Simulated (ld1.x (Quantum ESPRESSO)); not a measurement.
**Varying the TM potential for platinum**

Base potential:

| Property | Result |
| --- | --- |
| Element | platinum |
| Generator | ld1.x (Quantum ESPRESSO) 7.5 |
| Type | norm-conserving Troullier–Martins (Kleinman–Bylander form) |
| Functional | PW91 |
| Relativity | scalar-relativistic |
| Frozen core | [Xe] 4f14 |
| Valence charge | 10 |
| Reference configuration | 5d8 6s0 6p0 (charge +2) |
| Partial waves | 6p (bound, empty): rc 2.70 bohr; 5d (bound): rc 1.85 bohr; 6s (bound, empty): rc 2.40 bohr |
| Local potential | the s channel |
| Core correction | Bessel-smoothed model core, default radius (core density twice the valence density) |

Cutoffs, loose and tight: the cutoffs (Ry, on a coarse ladder) from which the occupation-weighted sum of valence levels, in a spherical-Bessel basis at the reference potential, stays within 10 and 1 mRy of its value at 400 Ry. They do not see the model core or the augmentation charge, which bear on the density cutoff. Test errors are all-electron minus pseudo excitation energies from the reference, over the configurations 5d9 6s1 6p0; 5d9 6s0 6p0; 5d7 6s0 6p0; 5d9 6s0.5 6p0; 5d8 6s1 6p1; 5d8 6s2 6p0; 5d6 6s0 6p0. A dash means not determined; rows that change the core or the reference have their own tests. The largest error is taken over the tests solved by every variant that gives reliable tests at all: 5d6 6s0 6p0; 5d7 6s0 6p0; 5d8 6s2 6p0; 5d9 6s0 6p0; 5d9 6s0.5 6p0; 5d9 6s1 6p0.

A true bound ghost makes a file unfit for plane-wave use even where its test errors are small: the radial tests pick states by their node count and pass the ghost by.

The default core radius of the base comes out at 1.10 bohr.

On the changes marked as counting shells twice: ld1.x takes every shell without a wave as core, so the model core holds the marked electrons as well and exchange and correlation see them twice. This cancels in the reference configuration, but the file is broken for other ones, and its errors say nothing about a proper core correction.

```csv
change,outcome,"cutoff, loose","cutoff, tight",bound ghosts,largest test error (meV)
base,generated,40 Ry,50 Ry,none,-635
"type ultrasoft; waves now 6s (bound): rcut 2.10, rcutus 2.40 bohr; 6s channel at 0.8 Ry: rcut 2.10, rcutus 2.40 bohr; 6p (bound): rcut 2.35, rcutus 2.70 bohr; 6p channel at 2.3 Ry: rcut 2.35, rcutus 2.70 bohr; 5d (bound): rcut 1.60, rcutus 1.85 bohr; 5d channel at -0.7 Ry: rcut 1.60, rcutus 1.85 bohr; local potential all-electron potential smoothed inside 1.70 bohr (lloc = -1); augmentation built from norm-conserving waves at rcut, not smoothed further",generated,35 Ry,50 Ry,"s, p",test run stopped at test 1 of 7 (negative rho)
"all radii but the core radius scaled by about 1.06 (s 2.54, p 2.84, d 1.96 bohr)",generated,40 Ry,50 Ry,none,-629
functional PBE,generated,40 Ry,50 Ry,none,-639
core correction Bessel-smoothed model core inside 1.44 bohr,generated,40 Ry,50 Ry,none,-635
"core [Kr] 4d10 4f14, valence charge 18; reference 5s2 5p6 5d9 6s0.5 6p0; waves now 5s (bound): rc 0.85 bohr; 5p (bound): rc 1.70 bohr; 5d (bound): rc 1.70 bohr; local potential all-electron potential smoothed inside 1.30 bohr (lloc = -1); core correction Bessel-smoothed model core inside 0.40 bohr (6s counted twice)","generated, misses its reference levels by 0.17 eV",200 Ry,over 300 Ry,none,-392
wave 6s (bound): rc 2.40 bohr becomes 6s (bound): rc 2.68 bohr,generated,40 Ry,50 Ry,none,-630
wave 6p (bound): rc 2.70 bohr becomes 6p (bound): rc 2.46 bohr,generated,40 Ry,50 Ry,none,-636
wave 6p (bound): rc 2.70 bohr becomes 6p (bound): rc 1.78 bohr,generated,40 Ry,50 Ry,p,-635
```

(1) What comes out with this change to the base: reference 5d9 6s1 6p0?

(2) What comes out with this change to the base: wave 5d (bound): rc 1.85 bohr becomes 5d (bound): rc 2.36 bohr?

(3) What comes out with this change to the base: local potential all-electron potential smoothed inside 1.80 bohr (lloc = -1)?

Answers

(1) outcome: generated; cutoff, loose: 40 Ry; cutoff, tight: 50 Ry; bound ghosts: none; largest test error (meV): -1039.

(2) outcome: generated; cutoff, loose: 35 Ry; cutoff, tight: 50 Ry; bound ghosts: none; largest test error (meV): -570.

(3) outcome: generated; cutoff, loose: 40 Ry; cutoff, tight: 50 Ry; bound ghosts: s, p; largest test error (meV): -392.
